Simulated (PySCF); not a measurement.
Constitutional and geometric isomers with formula C2H4Si. All species are isolated molecules in the gas phase. One relaxed conformer stands for each flexible species; it need not be the lowest. Strings in code marks are SMILES.

The HOMO from two functionals at the same geometries (B3LYP-D3(BJ)/def2-TZVP), both in PySCF: PBE-D3(BJ)/def2-TZVP and B3LYP-D3(BJ)/def2-TZVP. B3LYP has the VWN-RPA correlation part, as in Gaussian. 

```tsv
species	PBE-D3(BJ)/def2-TZVP (eV)	B3LYP-D3(BJ)/def2-TZVP (eV)
`C=C=[SiH2]`	-5.33	-6.06
`[SiH2]1C=C1`	-6.32	-7.26
`C#C[SiH3]`	-7.11	-8.08
`C1[Si]C1`	-5.47	-6.34
`C=C[SiH]` (C–C–Si–H torsion 179°)	-5.30	-6.19
```

Over these rows, drawn at random from the members with no instability flagged (it was tested for open shells, ions and some series alone), PBE minus B3LYP-D3(BJ): mean +0.88 eV, from +0.73 eV to +0.97 eV.
